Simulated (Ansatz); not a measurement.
Gas-phase electronic energies from Ansatz, PBE0-D4/def2-TZVP geometries. CCSD(T)/CBS adds triple-zeta CCSD(T) − MP2 to the extrapolated MP2 energy (def2 sets, frozen cores). DFT in def2-TZVPP. Each species was taken in one conformer, which may not be the lowest.

Reaction (isomerisation): `O[Si](F)(F)O[SiH3]` → `O[Si@H](F)[Si@H](O)F`

```json
{"level": "BLYP", "ΔE (kJ/mol)": "148.0"}
{"level": "r2SCAN", "ΔE (kJ/mol)": "164.1"}
```

(1) What does CCSD(T)/CBS give? (Best estimate.)

Largest T1 diagnostic among the species: 0.013.

## Answers

(1) The calculation gave: +170.0 kJ/mol. The listed levels differ from it by -22.0, -5.9 kJ/mol.

From r2SCAN to r2SCAN0 (25 % exact exchange), in def2-TZVPP and without D4, ΔE moves by +9.3 kJ/mol. In def2-TZVPP, CCSD(T) changes the Hartree–Fock value by −30.9 kJ/mol (the triples alone add −5.3 kJ/mol) and MP2 by −27.3 kJ/mol. Leaving LDA and LC-ωPBE aside and taking each functional with its dispersion term where it has one, the values, not all of them listed here, spread over 48.8 kJ/mol, from PBE-D4 to BHLYP-D4. LDA lies +10.3 kJ/mol from PBE without D4.

CCSD(T)/CBS has its own doubt, a few kJ/mol and more with outer-core shells, so smaller differences from it don't rank the levels.
